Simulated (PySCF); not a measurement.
This singlet lies 1.14 eV below the relaxed triplet at the level B3LYP-D3(BJ)/def2-TZVP (PySCF).

B3LYP has the VWN-RPA correlation part, as in Gaussian. 

## C3H4Si, SMILES `C([Si]C)#C` (lower singlet) (charge 0, multiplicity 1)

Calculation: B3LYP-D3(BJ)/def2-TZVP in PySCF 2.14.0.

HOMO: -6.18 eV
dipole moment: 1.16 D
HOMO–LUMO gap: 3.36 eV
LUMO: -2.82 eV
total energy: -406.1967 Ha
cost: roughly 27 core-seconds

Bonds (Å): C1–C2 1.213, C1–H5 1.064, C2–Si3 1.846, Si3–C4 1.903, C4–H6 1.095, C4–H7 1.090, C4–H8 1.095. Bond angles (°): C2–C1–H5 179.6, C1–C2–Si3 172.6, C2–Si3–C4 97.5, Si3–C4–H6 110.1, Si3–C4–H7 112.1, Si3–C4–H8 110.1, H6–C4–H7 109.0, H6–C4–H8 106.3, H7–C4–H8 109.0.
